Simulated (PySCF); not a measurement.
EPR parameters of C7H11

Species: C7H11 (doublet state).
Cartesian coordinates in Å at the GFN2-xTB level; atoms count from 1:
```xyz
18
C7H11 angstrom
C      2.4571    0.3565    0.0509
C      0.9945    0.1411   -0.2303
C      0.1566    1.2327   -0.3388
C     -1.3050    1.0764   -0.5822
C     -1.7982   -0.2674   -0.0491
C     -0.9435   -1.3961   -0.6220
C      0.5024   -1.1398   -0.3685
H      2.6166    0.4944    1.1203
H      3.0439   -0.4996   -0.2724
H      2.8213    1.2453   -0.4591
H      0.5550    2.2328   -0.2686
H     -1.8555    1.8973   -0.1154
H     -1.5062    1.1320   -1.6609
H     -2.8484   -0.4180   -0.3067
H     -1.7094   -0.2723    1.0398
H     -1.2389   -2.3555   -0.1897
H     -1.1186   -1.4659   -1.7044
H      1.1677   -1.9877   -0.3192
```

The hyperfine couplings belong to this conformer and change with its torsions.

The species is `CC1=CCCC[CH]1` [radical].

Method used: UKS B3LYP, pcH-1 on C H, non-relativistic, mean-field spin-orbit, GIAO (PySCF 2.14.0). Isolated species at its GFN2-xTB geometry (one conformer only). GFN2-xTB frequencies show an imaginary mode (29i cm⁻¹), so this geometry is no minimum at that level. A GFN2-xTB geometry isn't a minimum of the functional, and hyperfine couplings can be far from their values at a DFT geometry. The SCF solution wasn't tested for stability. ⟨S²⟩ is 0.775 where a pure state has 0.75.

```json
{"g1, g2, g3": "2.00221, 2.00273, 2.00292", "g_iso": "2.00262", "Form of g": "rhombic: the two nearest values differ by 26 % of g3 − g1", "⟨S²⟩": "0.7754 (exact 0.7500)", "α and β electrons": "27, 26", "HOMO–LUMO gap, α and β orbitals": "5.74, 5.20 eV", "Basis functions": "285"}
```

Hyperfine couplings atom by atom, in MHz; T1 to T3 are the principal values of the dipolar part:

```json
{"atom": "C1", "isotope": "13C", "a_iso": "5.2", "T1": "-1.0", "T2": "0.0", "T3": "1.0", "Mulliken spin population": "0.02"}
{"atom": "C2", "isotope": "13C", "a_iso": "-47.1", "T1": "-28.3", "T2": "11.6", "T3": "16.7", "Mulliken spin population": "-0.26"}
{"atom": "C3", "isotope": "13C", "a_iso": "55.9", "T1": "-51.9", "T2": "-50.0", "T3": "101.9", "Mulliken spin population": "0.67"}
{"atom": "C4", "isotope": "13C", "a_iso": "-20.4", "T1": "-1.2", "T2": "0.4", "T3": "0.8", "Mulliken spin population": "-0.05"}
{"atom": "C5", "isotope": "13C", "a_iso": "5.7", "T1": "-2.6", "T2": "-0.6", "T3": "3.3", "Mulliken spin population": "0.02"}
{"atom": "C6", "isotope": "13C", "a_iso": "-19.9", "T1": "-1.1", "T2": "0.4", "T3": "0.7", "Mulliken spin population": "-0.05"}
{"atom": "C7", "isotope": "13C", "a_iso": "54.6", "T1": "-50.6", "T2": "-48.7", "T3": "99.3", "Mulliken spin population": "0.65"}
{"atom": "H8", "isotope": "1H", "a_iso": "-20.2", "T1": "-2.3", "T2": "-0.5", "T3": "2.8", "Mulliken spin population": "-0.01"}
{"atom": "H9", "isotope": "1H", "a_iso": "-4.9", "T1": "-2.0", "T2": "-1.6", "T3": "3.6", "Mulliken spin population": "0.00"}
{"atom": "H10", "isotope": "1H", "a_iso": "-8.7", "T1": "-2.0", "T2": "-1.5", "T3": "3.6", "Mulliken spin population": "0.00"}
{"atom": "H11", "isotope": "1H", "a_iso": "-41.5", "T1": "-25.1", "T2": "-0.1", "T3": "25.2", "Mulliken spin population": "-0.03"}
{"atom": "H12", "isotope": "1H", "a_iso": "23.6", "T1": "-3.3", "T2": "-2.5", "T3": "5.8", "Mulliken spin population": "0.01"}
{"atom": "H13", "isotope": "1H", "a_iso": "84.3", "T1": "-3.2", "T2": "-2.4", "T3": "5.6", "Mulliken spin population": "0.03"}
{"atom": "H14", "isotope": "1H", "a_iso": "-3.1", "T1": "-2.2", "T2": "-1.0", "T3": "3.2", "Mulliken spin population": "0.00"}
{"atom": "H15", "isotope": "1H", "a_iso": "-2.7", "T1": "-2.6", "T2": "-1.0", "T3": "3.6", "Mulliken spin population": "0.00"}
{"atom": "H16", "isotope": "1H", "a_iso": "21.8", "T1": "-3.2", "T2": "-2.5", "T3": "5.7", "Mulliken spin population": "0.01"}
{"atom": "H17", "isotope": "1H", "a_iso": "81.3", "T1": "-3.1", "T2": "-2.3", "T3": "5.5", "Mulliken spin population": "0.03"}
{"atom": "H18", "isotope": "1H", "a_iso": "-40.7", "T1": "-24.5", "T2": "-0.1", "T3": "24.6", "Mulliken spin population": "-0.03"}
```

The Mulliken spin populations are largest on C3 (+0.67), C7 (+0.65) and C2 (-0.26). The angles at C3 add up to 360.0°, so it is planar; its axial dipolar tensor and the negative coupling of its proton fit spin in a p orbital normal to that plane.

Axes: g2 points within 1° of the C1–C2 bond.

Under fast tumbling the dipolar parts average out, and these isotropic splittings remain: 4 × 1H (H12/H13/H16/H17, I = 1/2, 5 lines) with 1.88 mT, 2 × 1H (H11/H18, I = 1/2, 3 lines) with 1.47 mT, 3 × 1H (H8/H9/H10, I = 1/2, 4 lines) with 0.40 mT and 2 × 1H (H14/H15, I = 1/2, 3 lines) with 0.10 mT.

Class means assume fast exchange of nuclei equivalent by connectivity; if that motion is slow, each nucleus keeps its own coupling. The three 1H nuclei of mean -11.2 MHz run from -20.2 to -4.9 MHz in the frozen geometry. The 1H value of +52.8 MHz is a mean of couplings from 21.8 to 84.3 MHz in this one geometry, not an average over conformers.

The 13C coupling of C3/C7 (mean 55.3 MHz) shows only in satellite lines or after enrichment, since that isotope makes up about 1.07 % of natural carbon.

Examples of negative spin density at the nucleus (bohr⁻³): C2 (-0.0419), C4/C6 (-0.0179) and H11/H18 (-0.0092).
